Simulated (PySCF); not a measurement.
Match the calculated data to a structure.

All candidates are C5H7NSi.

| technique | computed result |
| --- | --- |
| 13C NMR | chemical shifts (computed TMS as zero) by class: 149.7 (1 C), 144.4 (1 C), 138.2 (1 C), 130.2 (1 C), 120.5 (1 C) ppm [GIAO PBE0/pcSseg-1] |
| Rotational structure | rotational constants A, B, C: 3.959, 1.339, 1.012 GHz [GFN2-xTB] |
| NMR, other nuclei | isotropic shieldings of nuclei other than C and H, by class: -60 (1 N), 427 (1 Si) ppm [GIAO PBE0/pcSseg-1] |
| Triplet | lowest triplet excitation (Tamm–Dancoff): 2.96 eV [TDA CAM-B3LYP/def2-SVPD] |
| 1H NMR | chemical shifts (computed TMS as zero) by class: 6.75 (1 H), 6.56 (1 H), 6.29 (1 H), 5.91 (1 H), 4.44 (3 H) ppm [GIAO PBE0/pcSseg-1] |
| Dipole | 3.65 D [CAM-B3LYP/def2-SVPD] |

Electronic properties: PySCF, gas phase, density fitting. Levels stand in brackets. Isolated species at its GFN2-xTB geometry (one conformer only). NMR values are class means; diastereotopic atoms form classes of their own.

Problem. Which candidate is it?
A. `[SiH3]c1ccncc1`
B. `C=C/C(C#N)=C/[SiH3]`
C. `C#CC[Si@H](C)C#N`
D. `C=C1C[C@@H](C#N)[SiH2]1`

Solution. B. It is `C=C/C(C#N)=C/[SiH3]`. Numbering: `[CH2:1]=[CH:2]/[C:3]([C:4]#[N:5])=[CH:6]/[SiH3:7]`. Its formula, C5H7NSi, gives 4 degrees of unsaturation: 0 rings and 4 π bonds in the structure found. 5 carbons fall into 5 classes; from least to most shielded: alkene CH carbon [C6] (149.7 ppm), alkene CH carbon [C2] (144.4 ppm), fully substituted alkene carbon [C3] (138.2 ppm), terminal =CH2 carbon [C1] (130.2 ppm), nitrile carbon [C4] (120.5 ppm). Hydrogen classes from least to most shielded: 1 H on an alkene CH carbon, C6 (6.75 ppm), 1 H on an alkene CH carbon, C2 (6.56 ppm), 1 H on a terminal =CH2 carbon, C1 (6.29 ppm), 1 H on a terminal =CH2 carbon, C1 (5.91 ppm), 3 H on an SiH3 silicon, Si7 (4.44 ppm). The other shieldings belong to: -60 ppm, nitrile nitrogen [N5]; 427 ppm, SiH3 silicon [Si7]. By its constants the optimised geometry is an asymmetric top.

The others, at the same levels:
- `C=C1C[C@@H](C#N)[SiH2]1` fails: its computed 13C shifts are 153.5 (1 C), 139.5 (1 C), 127.0 (1 C), 42.2 (1 C), 5.8 (1 C) ppm, 1H shifts are 6.24 (1 H), 5.95 (1 H), 5.25 (1 H), 5.22 (1 H), 3.40 (1 H), 3.30 (1 H), 2.37 (1 H) ppm and lowest triplet excitation (Tamm–Dancoff) is 3.99 eV (against 2.96 eV).
- `C#CC[Si@H](C)C#N` fails: its computed 13C shifts are 125.7 (1 C), 82.8 (1 C), 75.5 (1 C), 5.6 (1 C), -5.2 (1 C) ppm, 1H shifts are 4.57 (1 H), 2.16 (1 H), 2.02 (1 H), 1.35 (1 H), 0.59 (3 H) ppm and lowest triplet excitation (Tamm–Dancoff) is 5.46 eV (against 2.96 eV).
- `[SiH3]c1ccncc1` fails: it has 3 carbon classes against 5; its computed 13C shifts are 155.0 (2 C), 145.2 (1 C), 135.3 (2 C) ppm, 1H shifts are 8.97 (2 H), 7.58 (2 H), 4.54 (3 H) ppm and rotational constant A is 5.755 GHz (against 3.959 GHz).

Each candidate is one conformer, not necessarily the lowest. The conformers computed, where there is a choice (atom-mapped SMILES and torsion angles):
- `[CH2:1]=[CH:2]/[C:3]([C:4]#[N:5])=[CH:6]/[SiH3:7]`: C1–C2–C3–C4 0°
- `[CH:1]#[C:2][CH2:3][Si@H:4]([CH3:5])[C:6]#[N:7]`: C2–C3–Si4–C5 -60°
